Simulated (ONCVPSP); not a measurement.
## gadolinium (Gd): one change to an ONCV potential, before and after

ONCVPSP 4.0.1 input, shortened (lines: element, Z, core and valence counts, functional; n l f; lmax; l rc ep ncon nbas qcut; lloc lpopt rc5 dvloc0; l nproj debl; icmod fcfact rcfact), PBE, scalar-relativistic:

```
  Gd 64.00    9    5        4      upf
    1    0    2.00
    2    0    2.00
    2    1    6.00
    3    0    2.00
    3    1    6.00
    3    2   10.00
    4    0    2.00
    4    1    6.00
    4    2   10.00
    4    3    7.00
    5    0    2.00
    5    1    6.00
    5    2    1.00
    6    0    2.00
    3
    0    2.40    0.00    4    7    6.60
    1    1.75    0.00    4    7    4.00
    2    3.60    0.00    3    8    3.50
    3    1.40    0.00    4    8   10.80
    3    5    1.40    0.00
    0    2    2.90
    1    2    3.00
    2    1    1.50
    3    0    2.60
    2    0.20    0.80
```

Change: all radii but the core radius scaled by about 0.86 (s 2.06, p 1.50, d 3.10, f 1.20 bohr).

Cutoffs: the cutoffs (Ha) at which the residual kinetic energy of the hardest occupied pseudo-wave falls to 1 and 0.1 mHa per electron; they do not see the model core or the augmentation charge, which bear on the density cutoff. Errors are all-electron minus pseudo energies relative to the spin-unpolarised reference configuration.

Q: Predict the effect on cutoff, ghosts and configuration errors.

A: The potential gets harder (57 Ha and 128 Ha → 177 Ha and 230 Ha); the bound ghosts move from p, s to s; the lowest positive-energy flag moves from none to p at 50.0 eV; of the 3 tests that both files solve, the error grows in 0 and shrinks in 3 by more than 15 % and 0.3 meV (median size 29.1 → 16.3 meV). A smaller radius makes the pseudo-wave follow the all-electron one further in, where it bends more sharply, so more plane waves are needed. Less of the atom is replaced, so other configurations are described better.

```tsv
quantity	base	changed
cutoff, loose	57 Ha	177 Ha
cutoff, tight	128 Ha	230 Ha
loose cutoff by channel	s 12 Ha, p 38 Ha, d 4.8 Ha, f 57 Ha	s 14 Ha, p 56 Ha, d 5.4 Ha, f 177 Ha
bound ghosts	s, p	s
GHOST(+) flags under 300 eV	none	p at 50.0 eV
tests counted as reliable (solved cleanly; for ONCVPSP, near-neutral configurations with less than one 5d electron left out)	3 of 4	3 of 4
error for 4f7 5s2 5p6 5d1 6s1, meV [ΔE 6.65 eV]	-4.3	-2.8
error for 4f7 5s2 5p6 5d1 6s0, meV [ΔE 18.75 eV]	-29	-16
error for 4f6 5s2 5p6 5d1 6s2, meV [ΔE 16.23 eV]	+100	-34
rms error of d²Exc/dni dnj with the model core, mHa	2.95	2.64
```

 A true bound ghost makes a file unfit for plane-wave use even where its test errors are small: the radial tests pick states by their node count and pass the ghost by.
